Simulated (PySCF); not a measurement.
B(H)(Me)(vinyl) (C₃H₇B), SMILES C=CBC.

The structure is a stationary point at B3LYP-D3(BJ)/def2-SVP. This is a generated structure with no PubChem entry under its InChIKey; it may be hypothetical. One conformer was computed; it need not be the lowest.

Calculation: PBE/def2-TZVP run with PySCF.

Symmetry labels are those of the subgroup Cs that the program uses (full group Cs).

List the valence orbital energies around the gap with their symmetry. (The exact figures need the calculation; the answer reports its results.)


```
orbital  symmetry  energy (eV)
-------  --------  -----------
HOMO−7         A'       -11.72
HOMO−6         A'       -10.95
HOMO−5         A'        -9.90
HOMO−4         A"        -9.56
HOMO−3         A'        -9.12
HOMO−2         A'        -7.48
HOMO−1         A'        -7.35
HOMO           A"        -7.16
LUMO           A"        -2.75
LUMO+1         A"         0.39
LUMO+2         A'         0.53
LUMO+3         A'         1.05
```
